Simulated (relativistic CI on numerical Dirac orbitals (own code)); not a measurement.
Computed by Dirac-Coulomb-Breit CI, separate exchange-only KLI orbitals for each configuration, model QED (radiative potential, 1s self-energy scaled to tabulated hydrogen-like ionisation energies), unscaled Slater integrals (own radial code, finite nucleus).

Configuration list (outside the closed core [Ne]): 3s2.3p6.3d9, 3s2.3p5.3d10, 3s.3p6.3d10, 3s2.3p6.3d8.4s, 3s2.3p6.3d8.4p, 3s2.3p4.3d10.4s, 3s2.3p6.3d8.4d, 3s2.3p4.3d10.4p, 3s2.3p5.3d9.4s, 3s2.3p6.3d8.4f, 3s2.3p4.3d10.4d, 3s.3p5.3d10.4s, 3s2.3p5.3d9.4p, 3s.3p5.3d10.4p, 3s2.3p6.3d7.4s2, 3s2.3p5.3d9.4d, 3s.3p6.3d9.4s, 3s.3p5.3d10.4d, 3s2.3p6.3d7.4s.4p, 3p6.3d10.4s, 3s2.3p6.3d8.5s, 3s2.3p5.3d9.4f, 3s2.3p6.3d7.4p2, 3s2.3p6.3d7.4s.4d, 3s.3p6.3d9.4p, 3s2.3p6.3d8.5p, 3p6.3d10.4p, 3s2.3p5.3d8.4s2, 3s2.3p6.3d8.5d, 3s2.3p6.3d7.4p.4d, 3p6.3d10.4d, 3s2.3p6.3d8.5f, 3s.3p6.3d9.4d, 3s2.3p6.3d8.5g, 3s2.3p5.3d8.4s.4p, 3s2.3p6.3d7.4d2. Levels of other configurations are missing.

At this charge energies of transitions that change n are usually good to better than 1 %, and those within a shell (Δn = 0) to a few per cent.

Outline of the computed level scheme of Hf XLVI. Lowest level of each configuration: 3s2.3p6.3d9 2D_5/2 at 0.00 eV; 3s2.3p5.3d10 2P°_3/2 at 427.79 eV; 3s.3p6.3d10 2S_1/2 at 924.69 eV; 3s2.3p6.3d8.4s 4F_9/2 at 1492.39 eV; 3s2.3p6.3d8.4p 4D°_7/2 at 1583.36 eV.

Some strong electric-dipole decays among the lowest 45 levels: 3s2.3p6.3d8.4p 2P°_3/2 → 3s2.3p6.3d9 2D_5/2 (8.6e+12 s⁻¹); 3s2.3p6.3d8.4p 2D°_3/2 → 3s2.3p6.3d9 2D_3/2 (8.1e+12 s⁻¹); 3s2.3p6.3d8.4p 2D°_5/2 → 3s2.3p6.3d9 2D_5/2 (7.0e+12 s⁻¹); 3s2.3p6.3d8.4p 2D°_5/2 → 3s2.3p6.3d9 2D_5/2 (6.7e+12 s⁻¹); 3s2.3p6.3d8.4p 2F°_7/2 → 3s2.3p6.3d9 2D_5/2 (5.8e+12 s⁻¹); 3s2.3p6.3d8.4p 2F°_7/2 → 3s2.3p6.3d9 2D_5/2 (5.5e+12 s⁻¹); 3s2.3p5.3d10 2P°_1/2 → 3s2.3p6.3d9 2D_3/2 (5.0e+12 s⁻¹); 3s2.3p6.3d8.4p 4D°_3/2 → 3s2.3p6.3d9 2D_5/2 (4.7e+12 s⁻¹).

LS names give the leading component of a level, which can be under half, so a name can repeat, a term be missing and a line seem to break the LS rules.
